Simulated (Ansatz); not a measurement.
C₃H₁₁NSi₂, SMILES C=C([SiH3])N(C)[SiH3].

The structure is a stationary point at B3LYP-D3(BJ)/def2-SVP. This is a generated structure with no PubChem entry under its InChIKey; it may be hypothetical. Other conformers were not sampled.

Two levels are set side by side: PBE/def2-SVPD (Ansatz, a first-principles code) and CAM-B3LYP/def2-SVPD (Ansatz). Energy differences of separate SCF runs at the same geometry; the states with an electron removed or added have multiplicity 2 and 2. Differences are taken from unrounded values.

```json
[
 {"quantity": "vertical ionisation energy (eV)", "CAM-B3LYP": "7.97"},
 {"quantity": "vertical singlet–triplet gap (eV)", "CAM-B3LYP": "3.80"}
]
```

Q: What does PBE give, and how far is it from CAM-B3LYP? (An estimate is asked for; the answer gives what the named calculation found.)

A: 
```json
[
 {"quantity": "vertical ionisation energy (eV)", "PBE": "7.84", "PBE minus CAM-B3LYP": "-0.14"},
 {"quantity": "vertical singlet–triplet gap (eV)", "PBE": "3.77", "PBE minus CAM-B3LYP": "-0.03"}
]
```

Here PBE gives about what the other level gives.
